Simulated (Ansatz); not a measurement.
```yaml
crystal:
  periodic: [false, false, false]
  atoms:
    - {symbol: B, position_ang: [-1.141956, 1.242598, -0.448764]}
    - {symbol: Sn, position_ang: [0.568953, -0.114737, -0.110758]}
    - {symbol: O, position_ang: [0.186924, -1.305656, 1.389496]}
    - {symbol: F, position_ang: [0.801268, -1.308811, -1.586046]}
    - {symbol: H, position_ang: [-1.650910, 1.365248, -1.460503]}
    - {symbol: H, position_ang: [-1.613704, 1.845237, 0.488968]}
    - {symbol: H, position_ang: [2.193098, 0.400492, 0.088115]}
    - {symbol: H, position_ang: [0.725638, -2.062983, 1.475441]}
basis:
  gaussian: {orbitals: def2-mTZVP, final_grid: {core_spheres: 8, valence_spheres: 7, degree: 23}}
total_charge: 3
magnetization: {spin_polarized: true, initial_magnetization: 1}
hamiltonian: {xc: {name: wB97M-V}}
```

```sh
$ ansatz run in.yaml --threads 2 --pin off --events-out ev --progress --plain --max-ram 4352MiB
```

Output, abridged:

```
Functional definition: wB97M-V
1036 factors; their error is unknown
298 factors; integrals over basis functions are off by at most 1.1e-5 eV
mean field evaluation 1: about -11230.8691 eV, gradient 1.2e2 eV
mean field evaluation 2: about -10688.0831 eV, gradient 2.5e2 eV
mean field evaluation 4: about -11149.8550 eV, gradient 1.4e2 eV
mean field evaluation 8: about -11282.8157 eV, gradient 8.0e0 eV
mean field evaluation 16: about -11284.0114 eV, gradient 8.1e-1 eV
mean field evaluation 32: about -11284.0046 eV, gradient 9.4e-1 eV
mean field evaluation 64: about -11284.1985 eV, gradient 1.4e0 eV
mean field -11284.28872877 eV, -414.6899620168 hartree, gradient 1.6e-5 eV, S^2 1.373229; 9 other end points of the search recorded, 0 dependent functions left out
reference -11284.28876740 eV, -414.6899634363 hartree; 23, 22 occupied and 87, 88 virtual orbitals, 1036 factors
Total energy: -11284.28876740 eV, -414.6899634363 hartree
```

In this input the charge is far from anything that the molecule holds. Self-consistency was reached. The result belongs to that input, not to the molecule as meant.
